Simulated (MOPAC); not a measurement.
MOPAC input (PM3):

```
PM3 FORCE THERMO(298,298) PRECISE LET CHARGE=-1 GEO-OK AUX(PRECISION=9) THREADS=1
H3Cl2OSi2

Si   -2.04711499 1   -0.61490319 1    0.03196844 1
O    -0.61950903 1   -0.83457717 1    0.87256845 1
Si    0.91887402 1   -0.25852695 1    0.68948784 1
Cl    0.46010583 1    1.89950146 1    0.49117186 1
Cl    1.20137432 1   -0.70304179 1   -1.46213769 1
H    -2.00736222 1    0.30744540 1   -1.15768150 1
H    -2.57271671 1   -1.94132192 1   -0.46559279 1
H    -3.12040838 1   -0.08518876 1    0.95434592 1
```

Output:

```
 *******************************************************************************
 **                                                                           **
 **                              MOPAC v23.2.5                                **
 **                                                                           **
 *******************************************************************************
 ** MOPAC's Digital Object Identifier: https://doi.org/10.5281/zenodo.6511958 **
 **                                                                           **
 ** Please cite the open-source release paper for use of this MOPAC version:  **
 ** J. E. Moussa and J. J. P. Stewart (2026)                                  **
 ** MOPAC: An open-source semiempirical molecular orbital program             **
 ** J. Open Source Softw., 11(119), 8025, https://doi.org/10.21105/joss.08025 **
 *******************************************************************************

                              PM3 CALCULATION RESULTS

 *******************************************************************************
 *  PM3        - The PM3 Hamiltonian to be used
 *  GEO-OK     - OVERRIDE INTERATOMIC DISTANCE AND OTHER SAFETY CHECKS
 *
 *
 *
 *                 CHARGE ON SYSTEM = -1
 *
 *
 *
 *  LET        - OVERRIDE SOME SAFETY CHECKS
 *  PRECISE    - TIGHTER CRITERIA TO BE USED
 *  FORCE      - FORCE CALCULATION SPECIFIED
 *  AUX        - OUTPUT AUXILIARY INFORMATION
 *  THERMO     - THERMODYNAMIC QUANTITIES TO BE CALCULATED
 *******************************************************************************
PM3 FORCE THERMO(298,298) PRECISE LET CHARGE=-1 GEO-OK AUX(PRECISION=9) THREADS=1
 H3Cl2OSi2

   ATOM   CHEMICAL          X               Y               Z
  NUMBER   SYMBOL      (ANGSTROMS)     (ANGSTROMS)     (ANGSTROMS)

     1      Si         -2.04711499  *  -0.61490319  *   0.03196844  *
     2       O         -0.61950903  *  -0.83457717  *   0.87256845  *
     3      Si          0.91887402  *  -0.25852695  *   0.68948784  *
     4      Cl          0.46010583  *   1.89950146  *   0.49117186  *
     5      Cl          1.20137432  *  -0.70304179  *  -1.46213769  *
     6       H         -2.00736222  *   0.30744540  *  -1.15768150  *
     7       H         -2.57271671  *  -1.94132192  *  -0.46559279  *
     8       H         -3.12040838  *  -0.08518876  *   0.95434592  *

          CARTESIAN COORDINATES

    NO.       ATOM           X           Y           Z

     1        Si         -2.0471     -0.6149      0.0320
     2         O         -0.6195     -0.8346      0.8726
     3        Si          0.9189     -0.2585      0.6895
     4        Cl          0.4601      1.8995      0.4912
     5        Cl          1.2014     -0.7030     -1.4621
     6         H         -2.0074      0.3074     -1.1577
     7         H         -2.5727     -1.9413     -0.4656
     8         H         -3.1204     -0.0852      0.9543

  H: (PM3): J. J. P. STEWART, J. COMP. CHEM. 10, 209 (1989).
[...]
 EFFECTIVE MASS      1.1797
 FORCE CONSTANT      0.1632

 VIBRATION         14    8A'         ATOM PAIR     ENERGY CONTRIBUTION    RADIAL
 FREQUENCY           888.62         Si1 -- H 8         +41.6% ( 59.6%)      1.6%
 TRANSITION DIPOLE   0.8760         Si1 -- H 7         +41.6% ( 59.6%)      1.5%
 TRAVEL (Ang.)       0.3714         Si1 -- H 6          +6.4% ( 23.4%)      0.5%
 REDUCED MASS        0.5502         Si1 -- O 2          +4.9% ( 20.4%)     99.9%
 EFFECTIVE MASS      2.4956
 FORCE CONSTANT      0.2560

 VIBRATION         15    9A'         ATOM PAIR     ENERGY CONTRIBUTION    RADIAL
 FREQUENCY          1113.94         Si1 -- O 2         +43.8% ( 89.3%)     92.3%
 TRANSITION DIPOLE   3.8283         O 2 -- Si3         +42.8% ( 88.3%)     90.2%
 TRAVEL (Ang.)       0.0779         Si1 -- Si3          +3.7% ( 25.8%)      0.1%
 REDUCED MASS        9.9849         Si1 -- H 8          +2.1% ( 19.8%)     14.7%
 EFFECTIVE MASS     18.5277
 FORCE CONSTANT      7.3000

 VIBRATION         16   10A'         ATOM PAIR     ENERGY CONTRIBUTION    RADIAL
 FREQUENCY          1945.34         Si1 -- H 6         +78.1% ( 89.3%)     99.8%
 TRANSITION DIPOLE   0.1708         Si1 -- H 8         +10.7% ( 33.1%)     87.8%
 TRAVEL (Ang.)       0.2321         Si1 -- H 7         +10.7% ( 33.1%)     86.9%
 REDUCED MASS        0.6434         Si1 -- O 2          +0.2% (  4.7%)      4.1%
 EFFECTIVE MASS      1.3785
 FORCE CONSTANT      1.4347

 VIBRATION         17    7A"         ATOM PAIR     ENERGY CONTRIBUTION    RADIAL
 FREQUENCY          1947.53         Si1 -- H 8         +49.7% ( 71.3%)     98.5%
 TRANSITION DIPOLE   0.3436         Si1 -- H 7         +49.7% ( 71.3%)     98.8%
 TRAVEL (Ang.)       0.2618         Si1 -- Si3          +0.2% (  4.4%)      0.0%
 REDUCED MASS        0.5051         Si1 -- O 2          +0.2% (  4.4%)      0.0%
 EFFECTIVE MASS      1.3637
 FORCE CONSTANT      1.1288

 VIBRATION         18   11A'         ATOM PAIR     ENERGY CONTRIBUTION    RADIAL
 FREQUENCY          1971.64         Si1 -- H 7         +39.5% ( 61.9%)     97.8%
 TRANSITION DIPOLE   0.5033         Si1 -- H 8         +39.5% ( 61.9%)     97.8%
 TRAVEL (Ang.)       0.3111         Si1 -- H 6         +20.8% ( 45.0%)     95.1%
 REDUCED MASS        0.3534         Si1 -- Si3          +0.1% (  3.7%)     99.5%
 EFFECTIVE MASS      1.1477
 FORCE CONSTANT      0.8094

      SYMMETRY NUMBER FOR POINT-GROUP Cs  =  1

          SYSTEM IS A GROUND STATE

 H3Cl2OSi2

          MOLECULE IS NOT LINEAR

          THERE ARE 18 GENUINE VIBRATIONS IN THIS SYSTEM
          THIS THERMODYNAMICS CALCULATION IS LIMITED TO
          MOLECULES WHICH HAVE NO INTERNAL ROTATIONS

                    CALCULATED THERMODYNAMIC PROPERTIES
                                          *
   TEMP. (K)   PARTITION FUNCTION   H.O.F.    ENTHALPY  HEAT CAPACITY ENTROPY
                                   KCAL/MOL   CAL/MOLE    CAL/K/MOL  CAL/K/MOL

 298.00  VIB.     0.6058D+03                  3411.0438    19.2226    24.1775
         ROT.     0.4612D+06                   888.2803     2.9808    28.8973
         INT.     0.2794D+09                  4299.3241    22.2034    53.0748
         TRA.     0.1707D+28                  1480.4672     4.9680    40.8459
         TOT.                     -218.826    5779.7913    27.1714    93.9207

   *: NOTE: HEATS OF FORMATION ARE RELATIVE TO THE
            ELEMENTS IN THEIR STANDARD STATE AT 298K
              (=  Standard Enthalpy of Formation).

            Hvib:  Zero-point energy is not included.
                   frequencies of less than zero cm-1 are not included.
            Hrot = (3/2)RT
            Htra = (3/2)RT + pV = (5/2)RT

            Heat capacity is Cp, not Cv

          For more information, see: HTTP://OpenMOPAC.net/Manual/thermochemistry.html

           FORCE CONSTANT IN CARTESIAN COORDINATES (Millidynes/A)

    ATOM   CHEMICAL       X               Y               Z
   NUMBER   SYMBOL  FORCE CONSTANT  FORCE CONSTANT  FORCE CONSTANT

      1      Si        6.867613        3.481801        3.309273
      2       O        7.889745        3.045324        0.507394
      3      Si        3.795050        3.166513        1.225134
      4      Cl        0.201892        0.468405        0.692125
      5      Cl        0.201113        0.478678        0.682631
      6       H        0.703171        1.782811        0.248908
      7       H        0.574798        0.731472        1.492401
      8       H        0.576623        0.748799        1.473249

 **********************
 *                    *
 * JOB ENDED NORMALLY *
 *                    *
 **********************

 == MOPAC DONE ==
```

The dipole moment of an ion depends on the origin.
